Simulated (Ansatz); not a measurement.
A run on CH$_{5}$BS$_{2}$ (`BSCS`) with other settings.

```yaml
crystal:
  periodic: [false, false, false]
  atoms:
    - {symbol: B, position_ang: [-1.217022, 1.178607, 0.524680]}
    - {symbol: S, position_ang: [0.303638, 0.542676, 1.116034]}
    - {symbol: C, position_ang: [0.585807, -0.947118, 0.116599]}
    - {symbol: S, position_ang: [1.934403, -0.804398, -1.065583]}
    - {symbol: H, position_ang: [-1.814490, 0.626142, -0.349142]}
    - {symbol: H, position_ang: [-1.603909, 2.180466, 1.041419]}
    - {symbol: H, position_ang: [-0.347002, -1.221770, -0.372296]}
    - {symbol: H, position_ang: [0.878111, -1.750644, 0.793341]}
    - {symbol: H, position_ang: [1.369062, 0.149738, -1.822254]}
basis:
  gaussian: {orbitals: def2-TZVP}
total_charge: -1
magnetization: {spin_polarized: true, initial_magnetization: 1}
hamiltonian: {xc: {name: HF}}
output: {forces: true}
```

```sh
$ ansatz run in.yaml --threads 2 --pin off --events-out ev --progress --plain --max-ram 4352MiB
```

Shortened log:

```
Functional definition: HF
1322 factors; their error is unknown
mean field evaluation 1: about -23412.7456 eV, gradient 2.0e1 eV
mean field evaluation 2: about -23415.2076 eV, gradient 1.1e1 eV
mean field evaluation 4: about -23415.9365 eV, gradient 9.1e-1 eV
mean field evaluation 8: about -23415.9509 eV, gradient 8.2e-2 eV
mean field evaluation 32: about -23414.4768 eV, gradient 5.7e-1 eV
mean field -23416.17462214 eV, -860.5285453106 hartree, gradient 2.5e-5 eV, S^2 0.763229; 0 other end points of the search recorded, 0 dependent functions left out
reference -23416.17462214 eV, -860.5285453106 hartree; 25, 24 occupied and 141, 142 virtual orbitals, 1322 factors
Total energy: -23416.17462214 eV, -860.5285453106 hartree
Atom 0 at    -1.217022     1.178607     0.524680 Å, force    -2.478210     1.054731    -1.080547 eV/Å
Atom 1 at     0.303638     0.542676     1.116034 Å, force     2.508804    -1.307721     1.045785 eV/Å
Atom 2 at     0.585807    -0.947118     0.116599 Å, force    -0.419229     0.034527     0.837181 eV/Å
Atom 3 at     1.934403    -0.804398    -1.065583 Å, force    -0.061953     0.163942    -0.760577 eV/Å
Atom 4 at    -1.814490     0.626142    -0.349142 Å, force    -0.129370    -0.112154    -0.135905 eV/Å
Atom 5 at    -1.603909     2.180466     1.041419 Å, force    -0.069831     0.213397     0.089230 eV/Å
Atom 6 at    -0.347002    -1.221770    -0.372296 Å, force     0.408796     0.065566     0.079141 eV/Å
Atom 7 at     0.878111    -1.750644     0.793341 Å, force    -0.045487     0.130510    -0.311358 eV/Å
Atom 8 at     1.369062     0.149738    -1.822254 Å, force     0.286480    -0.242797     0.237051 eV/Å
Dipole moment:     1.074222    -1.002680    -0.427163 e Å
```

It took 4.4 s on 2 threads of an Arm Neoverse V2 on a shared host, with 0.46 GiB of host memory at the peak.
